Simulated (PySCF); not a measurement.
**Excitation energy of Hg by level of theory**

Hg [Xe] 4f14 5d10 6s2 (1S) → Hg [Xe] 4f14 5d9 6s2 6p1 (high-spin determinant), as a difference of total energies. Computed with PySCF 2.14 in aug-cc-pVTZ-PP with ECP60MDF (6s6p5d3f2g, 88 functions), with scalar relativity through the core potential. Correlated levels: valence: 5s2 5p6 frozen. The calculations carry no spin-orbit coupling.

```csv
method,excitation energy (eV)
UHF,8.639
LDA,9.857
PBE,9.686
PBE0,9.583
r2SCAN,9.611
r2SCANh,9.573
wB97X,9.632
wB97X-V,9.530
M06-L,10.111
MP2 (valence),10.234
SCS-MP2 (valence),10.133
```

Question: How much does correlation contribute at MP2 (valence)?

Answer: 10.234 − (8.639) = 1.595 eV, measured against UHF.

The determinant of the upper state mixes LS terms, which raises its energy above the lowest term, most at the Hartree-Fock and MP2 levels.
